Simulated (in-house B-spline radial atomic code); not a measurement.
Rb⁺. Computed with a B-spline radial atomic code. Model: non-relativistic spherical atom: semilocal Troullier-Martins pseudo-atom, one channel per l, against all electrons, high spin, G0W0 and RPA with empty states to l = 8, local potential for every l without a channel, a model core (radius 0 = none) keeps its share of the functional.

Without relativity these are model numbers for so heavy an element.

What the tables leave out is listed at the end.

The pseudopotential gives back the lowest level of each angular momentum of its own functional in the configuration it was made in; a second state of the same l is only approximately right. Exact exchange, RPA and GW see the smooth pseudo-orbitals and miss the exchange with the core, for which the functional's share stands in. The column with an uncorrelated core keeps all orbitals and exact exchange, and so separates missing core correlation from pseudisation. Only the three outermost levels and the lowest empty one were computed. RPA here is direct RPA, with no exchange kernel, and its energies carry an (l + 1/2)⁻⁴ tail. A hybrid on a potential with a model core restores only its own semilocal share of the core's exchange.

Command:
```bash
python run_psgw.py task.json out
```
Settings (lengths in bohr, energies in hartree):
```
Z                      37
electrons              36
configuration          [Ar] 3d10 4s2 4p6
generated_in           [Kr] 5s1
functional             pbe,pbe
core_shells            5
radius_factor          0.8
core_correction        False
```

Time taken, with all properties: 30 s on 1 thread of Arm Neoverse N1, on a shared host.

Given: made with PBE; model core radius 0 bohr; local radius 0.971 bohr; mean-field start PBE.

Valence shells of the generating configuration: 3d, 4s, 4p, 5s.

Channel: s 1.03, p 1.161, d 0.938 (radii in bohr).

Computed: largest level miss in the spin-unpolarised generating configuration 0.03 eV; valence RPA correlation energy all-electron orbitals -1.1249 hartree; valence RPA correlation energy pseudo -1.4365 hartree; all-electron RPA polarisability, core included 8.5489 bohr³.

```tsv
level	occupied	mean-field all-electron (eV)	mean-field pseudo minus all (eV)	G0W0 all-electron (eV)	G0W0 uncorrelated core minus all (eV)	G0W0 pseudo minus all (eV)	exchange self-energy all-electron (eV)	exchange self-energy pseudo (eV)
4p	1	-21.65	-0.053	-27.431	-0.046	-0.567	-24.641	-23.033
5s (empty)	0	-5.9248	-0.087	-3.9569	-0.004	-0.088	-1.4361	-1.3363
```

(1) What is the pseudo-atom RPA polarisability?

Given: mean-field start PBE0.

Computed: valence RPA correlation energy all-electron orbitals -1.0785 hartree; valence RPA correlation energy pseudo -1.3904 hartree; pseudo-atom RPA polarisability 7.5299 bohr³.

| level | occupied | mean-field all-electron (eV) | mean-field pseudo minus all (eV) | G0W0 all-electron (eV) | G0W0 uncorrelated core minus all (eV) | G0W0 pseudo minus all (eV) | exchange self-energy all-electron (eV) | exchange self-energy pseudo (eV) |
| --- | --- | --- | --- | --- | --- | --- | --- | --- |
| 4p | 1 | -23.384 | -0.145 | -27.611 | -0.043 | -0.503 | -24.595 | -23.237 |
| 5s (empty) | 0 | -5.2928 | -0.058 | -4.0155 | -0.003 | -0.07 | -1.2219 | -1.1255 |

(2) What is the all-electron RPA polarisability, core included?

Given: mean-field start Hartree-Fock.

Computed: valence RPA correlation energy pseudo -1.2759 hartree; all-electron RPA polarisability, core included 6.2695 bohr³; pseudo-atom RPA polarisability 5.7955 bohr³.

```
     level  occupied  mean-field all-electron (eV)  mean-field pseudo minus all (eV)  G0W0 all-electron (eV)  G0W0 uncorrelated core minus all (eV)  G0W0 pseudo minus all (eV)  exchange self-energy all-electron (eV)  exchange self-energy pseudo (eV)
        4p         1                       -27.445                            -0.572                 -27.993                                 -0.034                      -0.213                                 -24.305                           -23.714
        4s         1                       -46.843                             0.046                 -44.191                                  -0.04                      -0.241                                 -31.789                           -29.832
5s (empty)         0                       -3.7334                            -0.021                 -4.0385                                 -0.001                      -0.017                                -0.59332                          -0.52461
```

(3) What is the valence RPA correlation energy all-electron orbitals?

## Answers

(1) 8.4663 bohr³.

(2) 7.7281 bohr³.

(3) -0.96521 hartree.

Among the listed levels the largest G0W0 shift of the pseudo-atom is -0.57 eV, for 4p on the PBE start, while leaving the core uncorrelated moves that level by -0.05 eV. So pseudisation and the lost core exchange, not the missing core correlation, make the error. Not in the tables (levels of low weight, unsolved or above zero; the highest and the empty levels are kept at any weight): on PBE the G0W0 levels 4s (pseudo minus all -1.83 eV, weights -0.01 and 0.36), 3d (pseudo minus all +7.89 eV, weights 0.72 and 0.66); on PBE0 the G0W0 levels 4s (pseudo minus all -0.45 eV, weights 0.43 and 0.22), 3d (pseudo minus all +8.95 eV, weights 0.60 and 0.72); on Hartree-Fock the G0W0 levels 3d (pseudo minus all +9.78 eV, weights 0.29 and 0.88).
